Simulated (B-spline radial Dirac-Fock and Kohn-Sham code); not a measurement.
Total conversion coefficients of P against transition energy

Level of theory: a Dirac-Hartree-Slater potential of the neutral atom with a Latter tail (no hole, which puts coefficients of high multipoles low close above an edge), finite nucleus with surface currents; an atomic code on a B-spline grid. Subshells within 1 keV of threshold and pair formation are left out.

```tsv
energy (keV)	E1	E4	E5	M1	M2	M3
10.4	12.4	6.29e+06	6.20e+08	2.35	212	16500
12.4	7.32	2.30e+06	1.81e+08	1.41	107	7210
20	1.72	156000	7.10e+06	0.362	17.1	766
24.4	0.932	50800	1.89e+06	0.207	8.10	304
26.6	0.713	31200	1.07e+06	0.163	5.87	204
39.2	0.212	3440	81500	0.0566	1.41	34.4
50	0.0982	854	16200	0.0295	0.584	11.5
55.9	0.0689	450	7730	0.0220	0.392	6.95
69.2	0.0349	132	1880	0.0126	0.185	2.70
77.8	0.0240	67.4	863	0.00927	0.123	1.62
91.2	0.0144	27.1	302	0.00617	0.0710	0.812
100	0.0108	16.0	165	0.00488	0.0518	0.547
155	0.00267	1.33	9.45	0.00164	0.0120	0.0872
167	0.00211	0.873	5.85	0.00137	0.00945	0.0644
200	0.00120	0.321	1.86	0.000889	0.00531	0.0312
213	0.000988	0.227	1.25	0.000766	0.00435	0.0243
454	0.000109	0.00457	0.0145	0.000138	0.000458	0.00147
473	9.79e-05	0.00377	0.0117	0.000126	0.000408	0.00128
500	8.47e-05	0.00291	0.00868	0.000112	0.000350	0.00106
507	8.17e-05	0.00273	0.00807	0.000109	0.000337	0.00101
693	3.82e-05	0.000698	0.00171	5.70e-05	0.000147	0.000367
900	2.17e-05	0.000253	0.000538	3.41e-05	7.68e-05	0.000167
1000	1.76e-05	0.000174	0.000351	2.79e-05	5.98e-05	0.000123
1190	1.28e-05	9.74e-05	0.000181	2.02e-05	4.00e-05	7.64e-05
1280	1.12e-05	7.75e-05	0.000140	1.77e-05	3.40e-05	6.30e-05
1780	6.61e-06	3.04e-05	4.85e-05	1.00e-05	1.69e-05	2.76e-05
1820	6.39e-06	2.87e-05	4.54e-05	9.66e-06	1.62e-05	2.62e-05
2000	5.57e-06	2.26e-05	3.47e-05	8.28e-06	1.34e-05	2.11e-05
2100	5.19e-06	2.01e-05	3.03e-05	7.65e-06	1.22e-05	1.89e-05
```

Q: How fast do they fall between 1820 and 2100 keV?

A: As powers of the energy: E1 E^-1.45, E4 E^-2.50, E5 E^-2.82, M1 E^-1.63, M2 E^-1.97, M3 E^-2.30. Within one type (E or M) the higher multipoles fall faster.

Values without a named source are computed, but for edge energies of neutral atoms, which are taken from tables.
